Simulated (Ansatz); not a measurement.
C2H5NSi (`N#CC[SiH3]`). The species carries charge 0 and has multiplicity 1.

```xyz
9

N    -2.271    1.220   -0.849
C    -1.161    0.938   -0.739
C     0.218    0.549   -0.564
Si    0.403   -0.823    0.739
H     0.808    1.417   -0.257
H     0.623    0.196   -1.517
H     1.847   -1.150    0.844
H    -0.105   -0.331    2.041
H    -0.360   -2.016    0.303
```

Task: What are the harmonic wavenumbers in cm⁻¹ at PBE0-D4/def2-TZVP (Ansatz, finite differences of forces, unscaled)? (Estimate.)

Result: Computed: 134, 143, 385, 473, 508, 586, 751, 833, 919, 943, 945, 981, 1172, 1185, 1427, 2239, 2254, 2261, 2373, 3069, 3120.

Task: Is this a minimum?

Result: Yes, all 21 modes are real.

Task: Give the ideal-gas thermochemistry at 298.15 K and 1 bar (rigid rotor, harmonic oscillator; point group Cs, symmetry number 1).

Result: Zero-point energy 159.7 kJ/mol; H(298) − E = 176.6 kJ/mol; entropy 307.1 J/(mol·K), of which translation 162.0, rotation 105.2, vibration 39.8; G(298) − E = 85.1 kJ/mol.

Task: And at 400, 500, 600, 800 and 1000 K?

Result: 
| T (K) | H − E (kJ/mol) | S (J/mol/K) | G − E (kJ/mol) |
| --- | --- | --- | --- |
| 400 | 186.4 | 335.0 | 52.4 |
| 500 | 197.5 | 359.9 | 17.6 |
| 600 | 210.0 | 382.6 | -19.5 |
| 800 | 238.2 | 423.0 | -100.2 |
| 1000 | 269.5 | 457.8 | -188.4 |

Task: Rotational constants (cm⁻¹)?

Result: 0.623, 0.101, 0.09118.
